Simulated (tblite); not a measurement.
Compound: C₃H₃BCl₂.
Atom-mapped SMILES: `[BH2:1][CH:2]1[C:3]([Cl:4])=[C:5]1[Cl:6]` (hydrogens: H7, H8 on B1; H9 on C2)

Computed with GFN2-xTB (tblite), gas phase: Langevin dynamics at 400 K from the optimised GFN2-xTB geometry, time step 0.5 fs, friction 0.01 fs⁻¹, 2000 steps. The instantaneous temperature is 2·E(kin)/(3Nk) with all 3N coordinates.

```tsv
t (fs)	T (K)	E(pot) above start (eV)	B1–C2 (Å)	C2–C3 (Å)	C3–Cl4 (Å)	C3=C5 (Å)	C5–Cl6 (Å)	B1–H7 (Å)
0	372	0.000	1.540	1.546	1.668	1.291	1.669	1.167
25	271	0.278	1.519	1.542	1.606	1.296	1.644	1.113
50	244	0.314	1.520	1.521	1.673	1.298	1.707	1.111
75	211	0.376	1.552	1.520	1.691	1.284	1.635	1.099
100	337	0.351	1.511	1.568	1.672	1.295	1.650	1.088
125	334	0.140	1.532	1.581	1.661	1.293	1.716	1.117
150	348	0.246	1.544	1.521	1.695	1.297	1.646	1.114
175	307	0.421	1.641	1.574	1.709	1.300	1.662	1.116
200	376	0.331	1.597	1.512	1.632	1.300	1.669	1.118
225	467	0.402	1.496	1.520	1.743	1.299	1.662	1.176
250	488	0.384	1.612	1.576	1.694	1.293	1.651	1.166
275	475	0.501	1.486	1.652	1.620	1.276	1.703	1.185
300	562	0.367	1.536	1.480	1.644	1.307	1.695	1.171
325	443	0.448	1.581	1.512	1.718	1.327	1.676	1.220
350	440	0.414	1.496	1.658	1.654	1.260	1.687	1.236
375	401	0.541	1.516	1.589	1.721	1.323	1.703	1.238
400	506	0.385	1.501	1.500	1.667	1.250	1.605	1.208
425	494	0.431	1.559	1.614	1.623	1.329	1.738	1.222
450	475	0.268	1.569	1.539	1.709	1.293	1.685	1.225
475	318	0.457	1.467	1.576	1.671	1.296	1.618	1.192
500	396	0.497	1.487	1.587	1.638	1.291	1.754	1.211
525	427	0.442	1.536	1.552	1.707	1.280	1.655	1.221
550	447	0.443	1.513	1.575	1.634	1.281	1.649	1.234
575	356	0.312	1.561	1.578	1.691	1.293	1.741	1.223
600	387	0.302	1.528	1.503	1.692	1.306	1.637	1.213
625	184	0.444	1.517	1.545	1.619	1.282	1.687	1.215
650	366	0.312	1.561	1.615	1.655	1.304	1.677	1.215
675	380	0.203	1.517	1.521	1.682	1.292	1.653	1.214
700	313	0.300	1.502	1.547	1.643	1.299	1.676	1.190
725	254	0.329	1.562	1.544	1.711	1.314	1.683	1.172
750	483	0.216	1.561	1.534	1.672	1.291	1.713	1.184
775	464	0.219	1.495	1.566	1.673	1.280	1.640	1.210
800	264	0.417	1.526	1.538	1.690	1.315	1.671	1.218
825	286	0.425	1.638	1.549	1.656	1.301	1.666	1.218
850	338	0.232	1.591	1.494	1.719	1.281	1.670	1.213
875	416	0.159	1.540	1.552	1.650	1.307	1.649	1.201
900	322	0.314	1.534	1.564	1.631	1.261	1.730	1.179
925	312	0.370	1.570	1.539	1.742	1.299	1.645	1.187
950	421	0.098	1.569	1.590	1.651	1.278	1.652	1.162
975	306	0.294	1.481	1.525	1.645	1.316	1.704	1.126
1000	335	0.196	1.524	1.548	1.734	1.302	1.634	1.136
```

Q: From 500 fs on, how do temperature and potential energy compare with equipartition?

A: The mean temperature of these 21 frames is 355 K against the target 400 K, and the mean potential energy 0.31 eV against 21 × kT/2 = 0.36 eV for 21 classical harmonic modes. For 9 atoms in a canonical ensemble the temperature itself scatters by T·√(2/(3N)) = 109 K; here its standard deviation is 74 K. The whole run lasts only 10 friction times of 100 fs, so these averages carry a wide statistical error.

Q: What are the kinetic and total energies of the listed frame with the highest potential energy?

A: The one at 375 fs, 0.541 eV above the start. Its kinetic energy is 3NkT/2 = 0.466 eV at 401 K, so the sum is 1.01 eV; over the listed frames the sum runs from 0.43 to 1.05 eV, since the thermostat adds and removes energy.

Q: How much do the listed bonds fluctuate from 500 fs on?

A: 
```tsv
bond	at the start (Å)	mean (Å)	standard deviation (Å)
B1–C2	1.540	1.539	0.036
C2–C3	1.546	1.551	0.028
C3–Cl4	1.668	1.673	0.035
C3=C5	1.291	1.294	0.014
C5–Cl6	1.669	1.675	0.034
B1–H7	1.167	1.197	0.028
```

The motion is classical and holds no zero-point motion.

What follows is the cost of the whole dynamics run. Hardware: one thread of an Arm Neoverse V1, shared host. Cost: 10 s of wall time, 0.18 GiB resident at most.
